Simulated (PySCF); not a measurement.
**Electronic absorption of C3H7ClO2Si**

Species: C₃H₇ClO₂Si.
Cartesian coordinates in Å at the GFN2-xTB level; atoms count from 1:
```xyz
14
C3H7ClO2Si angstrom
Cl     3.5007   -1.2592    0.2096
C      2.2934    0.0285    0.3960
Si     0.6080   -0.6111   -0.2004
O     -0.1463    0.4553   -1.1878
C     -1.4529    0.7288   -0.7693
C     -1.7136   -0.0283    0.5558
O     -0.5042   -0.5717    0.9999
H      2.6490    0.8700   -0.1929
H      2.2983    0.3054    1.4475
H      0.6917   -1.9248   -0.8260
H     -1.5500    1.8100   -0.6373
H     -2.1490    0.4017   -1.5456
H     -2.0985    0.6358    1.3328
H     -2.4274   -0.8410    0.3955
```

Method used: TDDFT PBE0/def2-SVPD, vertical, gas phase, core orbitals frozen in the response in PySCF 2.14.0, density-fitted response routines.

```tsv
state	E (eV)	λ (nm)	f	|μ| (D)	main configurations (H = HOMO, L = LUMO)
S1	6.74	183.8	0.016	0.80	H→L (87%)
S2	7.02	176.7	0.0028	0.32	H-1→L (85%)
S3	7.16	173.2	0.0042	0.39	H→L+1 (74%), H-2→L (15%)
S4	7.25	171.1	0.0017	0.25	H-2→L (60%), H→L+1 (17%)
S5	7.35	168.6	0.0086	0.55	H-1→L+1 (90%)
S6	7.53	164.7	0.021	0.86	H-3→L (56%), H→L+2 (14%), H→L+3 (11%)
```

Triplets, Tamm–Dancoff:

```tsv
state	E (eV)	λ (nm)	main configurations (H = HOMO, L = LUMO)
T1	6.11	202.9	H→L (71%), H→L+2 (11%)
T2	6.50	190.8	H-2→L (64%), H-1→L (12%), H-2→L+2 (12%)
```

The lowest singlet comes at 184 nm (651 kJ/mol) in the vacuum ultraviolet; it is weak; its leading configuration is HOMO→LUMO (87%). The most intense listed level is S6 at 7.53 eV (165 nm, f = 0.021), 0.78 eV above S1. It is the last of those listed, so stronger ones may follow. Löwdin shares by element: HOMO chlorine 40%, carbon 18% or more, oxygen 12% or more, silicon 11% (atoms not listed hold the other 19%); LUMO chlorine 30%, carbon 22% or more, silicon 16% (atoms not listed hold the other 32%). Weighted by f, the mean energy of these states is 7.21 eV. The oscillator strengths of these states sum to 0.055; summed over the whole spectrum of an exact calculation they would give the number of electrons, 72 (Thomas–Reiche–Kuhn). The listed states span 0.78 eV, and the widest gap between neighbours is 0.27 eV (S1 to S2). The window holds the lowest 6 singlets.

The run took 82 s wall, 72 s CPU on one thread, Intel Xeon at 2.50 GHz (x86_64), no GPU, shared host, and the process peaked at 0.88 GiB of memory.

One conformer stands for the species.
